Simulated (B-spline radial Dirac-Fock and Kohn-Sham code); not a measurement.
Calculated with a radial finite-basis atomic code, using Dirac-Fock ΔSCF + Breit + QED. Free neutral atoms.

Q: Order these X-ray lines by photon energy, lowest first.
A. Kr Mζ2
B. Zr Mζ2
C. Si Lℓ
D. Kr Mζ1
E. Si Lη
F. Al Lℓ

A: F (70.45 eV), D (79.17 eV), A (79.75 eV), C (93.86 eV), E (94.43 eV), B (151.8 eV).
